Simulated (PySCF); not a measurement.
Write Cartesian coordinates for `CS[SiH]1[SiH2][SiH2][SiH2]1` as optimised with PBE0-D3(BJ)/def2-SVP.

```
atom  x, y, z in Å
C1     2.6733   -0.7884    0.8817
S2     1.5652    0.5965    1.2922
Si3    0.4789    0.9018   -0.5424
Si4   -1.4700    1.8901    0.3271
Si5   -2.1267   -0.2958    0.9419
Si6   -0.7440   -1.0938   -0.8035
H7     3.2222   -1.0336    1.8014
H8     3.3952   -0.5032    0.1039
H9     2.1085   -1.6743    0.5588
H10    1.3101    1.4945   -1.6373
H11   -2.3577    2.3848   -0.7733
H12   -1.3130    2.9521    1.3665
H13   -1.6394   -0.6835    2.2984
H14   -3.5856   -0.6049    0.8218
H15   -0.0094   -2.3841   -0.6178
H16   -1.5207   -1.1547   -2.0828
```

Orientation and origin are arbitrary. Atoms count from 1 in this order. The 4-membered ring Si3–Si4–Si5–Si6 has internal angles of 86.3° to 88.1°; it is puckered, 0.27 Å rms from its mean plane, widest ring torsion 25°. Si4 (SiH2 silicon) has angles from 86.4° to 120.4°. Of the pairs four or more bonds apart, Si6···H9 is among the closest relative to their van der Waals radii: 3.21 Å, 97 % of the sum of Bondi's values. Si3 (SiH silicon) has angles from 88.1° to 124.3°.

Bonds between heavy atoms (Å): C1–S2 1.821, S2–Si3 2.154, Si3–Si4 2.352, Si4–Si5 2.364, Si5–Si6 2.365, Si3–Si6 2.355.

Computed, not measured: PBE0-D3(BJ)/def2-SVP geometry optimisation, gas phase in PySCF.

Point group: C1 (no symmetry element, even within 0.4 Å). Not checked by PBE0-D3(BJ)/def2-SVP frequencies. One conformer, not necessarily the lowest (C1–S2–Si3–Si4 155°, S2–Si3–Si4–Si5 -78°, Si3–Si4–Si5–Si6 -25°, Si4–Si5–Si6–Si3 25°, S2–Si3–Si6–Si5 74°).
